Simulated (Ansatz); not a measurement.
Geometry optimisation, RKS B3LYP-D4/def2-SVP in Ansatz 0.2.0.

Input:

```yaml
crystal:
  periodic: [false, false, false]
  atoms:
    - { symbol: C, position_ang: [-0.18959, -2.06916, 0.10213] }
    - { symbol: Si, position_ang: [-0.52883, -0.46964, -0.38959] }
    - { symbol: Sb, position_ang: [-0.32089, 2.06199, -0.08989] }
    - { symbol: H, position_ang: [-0.52107, -2.99676, -0.33437] }
    - { symbol: H, position_ang: [1.26745, 1.8911, -0.71889] }
    - { symbol: H, position_ang: [0.29294, 1.58247, 1.4306] }
basis:
  gaussian: { orbitals: def2-SVP }
hamiltonian:
  xc: b3lyp
  dispersion: d4
relax:
  f_tol: 0.015
  max_steps: 40
output:
  orbitals: {}
```

Run as:

```bash
$ ansatz run input.yaml --threads 1 --pin off --max-ram 2048MiB --backend cpu --events-out ev --progress --plain --runs-dir out
```

Task: Where does it end, and by what steps?

Result: The forces met the threshold. After 30 steps the energy has fallen by 1.662 eV; H4 moved furthest, 1.61 Å. Joined: C1–Sb3.

| step | energy less start (eV) | largest force component (eV/Å) | accepted |
| --- | --- | --- | --- |
| 0 | 0.0000 | 2.708 | yes |
| 2 | -0.2079 | 1.149 | yes |
| 4 | -0.3795 | 0.328 | yes |
| 6 | -0.4338 | 0.158 | yes |
| 8 | -0.4941 | 1.182 | yes |
| 10 | -0.6168 | 0.614 | yes |
| 12 | -0.8556 | 0.388 | yes |
| 14 | -1.1796 | 0.610 | yes |
| 16 | -1.2725 | 0.772 | no |
| 18 | -1.3660 | 0.168 | yes |
| 20 | -1.4193 | 0.165 | yes |
| 22 | -1.4394 | 1.003 | yes |
| 24 | -1.6042 | 0.831 | yes |
| 26 | -1.6547 | 0.348 | yes |
| 28 | -1.6620 | 0.057 | yes |
| 30 | -1.6623 | 0.010 | yes |

```xyz
6
Properties=species:S:1:pos:R:3
C -0.508 -0.979 -0.172
Si 0.287 -0.806 -1.675
Sb -0.334 1.019 0.710
H -1.071 -1.691 0.435
H 0.402 1.610 -0.757
H 1.225 0.846 1.458
```

Whether the end is a true minimum wasn't checked by a vibrational analysis.

Time of the run: 54 s on 1 thread of Intel(R) Xeon(R) 6975P-C (Granite Rapids), on a shared host, peak memory 0.18 GiB.
